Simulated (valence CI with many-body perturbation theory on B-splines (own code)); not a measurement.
# E1 line list for Tm⁶³⁺

Level of theory: relativistic CI+MBPT: four valence electrons over a frozen Dirac-Fock core [He], a basis of 11 s, 11 p, 10 d, 8 f, 5 g, 2 h functions for each j, with the one-electron correlation potential Σ1, the two-electron term Σ2, the three-electron term Σ3, Breit, model QED; selected CI, second order for the rest, scaled by the run's own slope (own B-spline code, finite nucleus).

No measured spectrum was set against this ion. As an estimate, large intervals hold to a few tenths of a per cent, small ones and those within an open d or f shell to about a per cent. Among the levels kept, up to 990 cm⁻¹ of a level comes from second order outside the variational space, and about a tenth of that is noise between levels of different J, which matters for small intervals.

Lines 151 to 200 of 535 in falling wavelength, among levels below 96775 × 10³ cm⁻¹, chosen from the strongest by gf and those to the six lowest levels. Wavelengths and rates use the calculated energies. Electric multipoles are in the length gauge with retardation, E1 and E2 with the static RPA response of the core. Weak lines are less certain than strong ones. Lines between different terms over intervals too small for the method are left out, as are lines whose strength nearly cancels. The highest levels of a list are the least certain.

Levels are named by their leading jj configuration (3d3/2^4 stands for four electrons in 3d with j = 3/2), which in mixed levels can hold well under half, so a name can repeat and another be missing. Letters in brackets count levels of one name in rising energy.

| λ vac (nm) | Upper | Lower | A (s⁻¹) | S (a.u.) |
| --- | --- | --- | --- | --- |
| 0.9657 | (2p1/2 2p3/2^2 3p1/2) J=2 [a] | (2s 2p1/2 2p3/2 3p1/2) J=1 [b] | 3.10e+12 | 6.90e-03 |
| 0.9613 | (2s 2p1/2 2p3/2^2) J=3 | (2s^2 2p1/2 2p3/2) J=2 | 1.39e+12 | 4.26e-03 |
| 0.9609 | (2p1/2 2p3/2^2 3d3/2) J=3 [b] | (2s 2p1/2 2p3/2 3d3/2) J=2 [d] | 2.86e+12 | 8.75e-03 |
| 0.9607 | (2p1/2 2p3/2^2 3s) J=3 | (2s 2p1/2 2p3/2 3s) J=2 [c] | 3.47e+12 | 1.06e-02 |
| 0.9593 | (2p1/2 2p3/2^2 3p3/2) J=4 | (2s 2p1/2 2p3/2 3p3/2) J=3 [c] | 4.24e+12 | 1.66e-02 |
| 0.9582 | (2p1/2 2p3/2^2 3p1/2) J=2 [b] | (2s 2p1/2 2p3/2 3p1/2) J=1 [c] | 3.98e+12 | 8.63e-03 |
| 0.9556 | (2p1/2 2p3/2^2 3p1/2) J=3 | (2s 2p1/2 2p3/2 3p1/2) J=2 [c] | 3.97e+12 | 1.20e-02 |
| 0.9552 | (2p1/2 2p3/2^2 3d3/2) J=4 | (2s 2p1/2 2p3/2 3d3/2) J=3 [c] | 3.14e+12 | 1.22e-02 |
| 0.9463 | (2p1/2 2p3/2^2 3s) J=2 [b] | (2s 2p1/2 2p3/2 3s) J=1 [b] | 2.54e+12 | 5.31e-03 |
| 0.9445 | (2p1/2 2p3/2^2 3p3/2) J=2 [b] | (2s 2p1/2 2p3/2 3p3/2) J=1 [d] | 3.80e+12 | 7.90e-03 |
| 0.9383 | (2s 2p3/2^3) J=2 | (2s^2 2p3/2^2) J=2 | 4.82e+12 | 9.82e-03 |
| 0.9333 | (2s 2p3/2^2 3p3/2) J=3 [b] | (2s^2 2p3/2 3p3/2) J=2 | 2.01e+12 | 5.64e-03 |
| 0.9331 | (2s 2p3/2^2 3d5/2) J=4 [b] | (2s^2 2p3/2 3d5/2) J=3 | 1.84e+12 | 6.62e-03 |
| 0.9328 | (2p1/2^2 2p3/2^2) J=2 | (2s 2p1/2^2 2p3/2) J=1 | 4.29e+12 | 8.59e-03 |
| 0.9320 | (2s 2p1/2 2p3/2 3d5/2) J=2 [a] | (2s^2 2p1/2 3d3/2) J=2 | 2.36e+12 | 4.72e-03 |
| 0.9316 | (2p1/2 2p3/2^3) J=1 | (2s 2p1/2 2p3/2^2) J=1 [a] | 6.36e+12 | 7.62e-03 |
| 0.9306 | (2s 2p1/2 2p3/2 3d5/2) J=3 [c] | (2s^2 2p1/2 3d5/2) J=2 | 5.39e+12 | 1.50e-02 |
| 0.9299 | (2s 2p1/2 2p3/2 3p3/2) J=2 [c] | (2s^2 2p1/2 3p3/2) J=1 | 5.40e+12 | 1.07e-02 |
| 0.9293 | (2s 2p1/2 2p3/2 3d5/2) J=4 [c] | (2s^2 2p1/2 3d5/2) J=3 | 5.19e+12 | 1.85e-02 |
| 0.9289 | (2s 2p3/2^2 3d5/2) J=2 [b] | (2s^2 2p3/2 3d5/2) J=1 | 2.63e+12 | 5.20e-03 |
| 0.9276 | (2s 2p1/2 2p3/2 3p3/2) J=3 [c] | (2s^2 2p1/2 3p3/2) J=2 | 5.55e+12 | 1.53e-02 |
| 0.9270 | (2s 2p3/2^2 3d5/2) J=3 [c] | (2s^2 2p3/2 3d5/2) J=3 | 3.45e+12 | 9.50e-03 |
| 0.9265 | (2p1/2 2p3/2^2 3p3/2) J=1 [c] | (2s 2p1/2 2p3/2 3p3/2) J=1 [c] | 3.32e+12 | 3.91e-03 |
| 0.9264 | (2p1/2^2 2p3/2 3d5/2) J=2 | (2s 2p1/2^2 3d5/2) J=2 | 3.23e+12 | 6.34e-03 |
| 0.9259 | (2p1/2^2 2p3/2 3p3/2) J=1 | (2s 2p1/2^2 3p3/2) J=1 | 3.92e+12 | 4.61e-03 |
| 0.9257 | (2p1/2 2p3/2^3) J=2 | (2s 2p1/2 2p3/2^2) J=2 [b] | 8.63e+12 | 1.69e-02 |
| 0.9251 | (2s 2p1/2 2p3/2 3d3/2) J=1 [c] | (2s^2 2p1/2 3d3/2) J=2 | 3.43e+12 | 4.02e-03 |
| 0.9249 | (2p3/2^4) J=0 | (2s 2p3/2^3) J=1 | 1.94e+13 | 7.59e-03 |
| 0.9243 | (2s 2p3/2^2 3p3/2) J=2 [c] | (2s^2 2p3/2 3p3/2) J=2 | 5.41e+12 | 1.06e-02 |
| 0.9235 | (2p1/2 2p3/2^2 3p3/2) J=3 [b] | (2s 2p1/2 2p3/2 3p3/2) J=3 [b] | 3.32e+12 | 9.04e-03 |
| 0.9234 | (2p1/2 2p3/2^2 3p3/2) J=2 [c] | (2s 2p1/2 2p3/2 3p3/2) J=2 [d] | 4.52e+12 | 8.77e-03 |
| 0.9232 | (2s 2p1/2 2p3/2 3d3/2) J=2 [d] | (2s^2 2p1/2 3d3/2) J=1 | 5.26e+12 | 1.02e-02 |
| 0.9230 | (2s 2p3/2^2 3d5/2) J=3 [a] | (2s^2 2p3/2 3d3/2) J=3 | 2.44e+12 | 6.64e-03 |
| 0.9230 | (2s 2p1/2 2p3/2 3s) J=1 [b] | (2s^2 2p1/2 3s) J=1 | 5.62e+12 | 6.55e-03 |
| 0.9229 | (2p1/2^2 2p3/2 3p3/2) J=3 | (2s 2p1/2^2 3p3/2) J=2 | 4.35e+12 | 1.18e-02 |
| 0.9228 | (2p1/2^2 2p3/2 3d5/2) J=4 | (2s 2p1/2^2 3d5/2) J=3 | 3.86e+12 | 1.35e-02 |
| 0.9228 | (2s 2p1/2 2p3/2 3p1/2) J=1 [b] | (2s^2 2p1/2 3p1/2) J=1 | 6.59e+12 | 7.67e-03 |
| 0.9227 | (2s 2p1/2 2p3/2 3d3/2) J=2 [c] | (2s^2 2p1/2 3d3/2) J=2 | 3.26e+12 | 6.32e-03 |
| 0.9220 | (2s 2p1/2 2p3/2 3d3/2) J=3 [c] | (2s^2 2p1/2 3d3/2) J=2 | 4.49e+12 | 1.22e-02 |
| 0.9218 | (2s 2p3/2^2 3d3/2) J=1 [b] | (2s^2 2p3/2 3d3/2) J=2 | 3.65e+12 | 4.24e-03 |
| 0.9217 | (2s 2p1/2 2p3/2 3d3/2) J=1 [e] | (2s^2 2p1/2 3d3/2) J=1 | 3.47e+12 | 4.02e-03 |
| 0.9210 | (2s 2p1/2 2p3/2 3p1/2) J=2 [c] | (2s^2 2p1/2 3p1/2) J=1 | 5.82e+12 | 1.12e-02 |
| 0.9206 | (2s 2p1/2 2p3/2 3p1/2) J=1 [c] | (2s^2 2p1/2 3p1/2) J=0 | 6.20e+12 | 7.16e-03 |
| 0.9203 | (2p1/2^2 2p3/2 3d3/2) J=2 | (2s 2p1/2^2 3d3/2) J=2 | 2.25e+12 | 4.33e-03 |
| 0.9201 | (2s 2p1/2 2p3/2 3d5/2) J=3 [d] | (2s^2 2p1/2 3d5/2) J=3 | 5.82e+12 | 1.57e-02 |
| 0.9198 | (2p1/2 2p3/2^2 3s) J=1 [b] | (2s 2p1/2 2p3/2 3s) J=2 [c] | 5.55e+12 | 6.39e-03 |
| 0.9191 | (2p1/2 2p3/2^2 3p1/2) J=1 [b] | (2s 2p1/2 2p3/2 3p1/2) J=2 [c] | 5.71e+12 | 6.57e-03 |
| 0.9182 | (2s 2p1/2 2p3/2 3d5/2) J=2 [c] | (2s^2 2p1/2 3d5/2) J=2 | 4.44e+12 | 8.48e-03 |
| 0.9180 | (2s 2p1/2 2p3/2 3d5/2) J=2 [d] | (2s^2 2p1/2 3d5/2) J=3 | 4.89e+12 | 9.33e-03 |
| 0.9179 | (2p1/2 2p3/2^2 3d3/2) J=2 [c] | (2s 2p1/2 2p3/2 3d3/2) J=3 [c] | 4.51e+12 | 8.62e-03 |
